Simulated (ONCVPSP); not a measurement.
**Logarithmic derivatives: nickel, ONCV**

* Element: nickel
* Generator: ONCVPSP 4.0.1
* Type: optimised norm-conserving Vanderbilt (ONCV)
* Functional: PBE
* Relativity: scalar-relativistic
* Frozen core: [Ne]
* Valence charge: 18
* Reference configuration: 3s2 3p6 3d8 4s1.5 (charge +0.5)
* Partial waves: 3s+4s: rc 1.35 bohr, ncon 4, nbas 7, qcut 8.4 1/bohr, 3 projectors, debl 2.7 Ha; 3p: rc 1.20 bohr, ncon 5, nbas 9, qcut 11.5 1/bohr, 2 projectors, debl 4 Ha; 3d: rc 1.55 bohr, ncon 4, nbas 8, qcut 11.1 1/bohr, 2 projectors, debl 0.9 Ha
* Local potential: polynomial inside 0.85 bohr (lpopt 5, dvloc0 6 Ha)
* Core correction: none

The phase is arctan(r·R′/R) of the radial function R(r), unwrapped; energies in Ha, scanned from -6 to 5 Ha. A pole is an energy at which the radial function vanishes at the test radius. The pseudo phase is shifted by a multiple of π to meet the all-electron one at the reference energy, and phase errors are pseudo minus all-electron; the curves can meet again beyond the range given. Levels narrower than the energy grid can be missing from the lists of poles.

Problem. For each channel, where are the poles, and over which energies does the pseudopotential scatter like the atom?

Solution.

| channel | radius (bohr) | reference energy (Ha) | poles, all-electron | poles, pseudo | unbroken range about the reference energy with phases within 0.05 rad | phase error 1 Ha above the reference energy (rad) |
| --- | --- | --- | --- | --- | --- | --- |
| s | 1.37 | -0.34 | -3.86 | -3.86 | the whole range | +0.000 |
| p | 1.22 | -2.78 | -1.83 | -1.83 | the whole range | -0.000 |
| d | 1.57 | -0.49 | -0.06 | -0.06 | the whole range | +0.000 |

Phases in the s channel:

```tsv
E (Ha)	all-electron	pseudo
-5.96	1.125	1.125
-5.40	0.955	0.955
-4.84	0.200	0.200
-4.28	-1.301	-1.301
-3.72	-1.618	-1.618
-3.16	-1.739	-1.739
-2.60	-1.821	-1.821
-2.04	-1.895	-1.895
-1.48	-1.979	-1.979
-0.92	-2.089	-2.089
-0.36	-2.252	-2.252
0.20	-2.516	-2.516
0.76	-2.949	-2.949
1.32	-3.492	-3.491
1.88	-3.915	-3.915
2.44	-4.170	-4.170
3.00	-4.324	-4.324
3.56	-4.423	-4.423
4.12	-4.493	-4.493
4.68	-4.545	-4.545
```
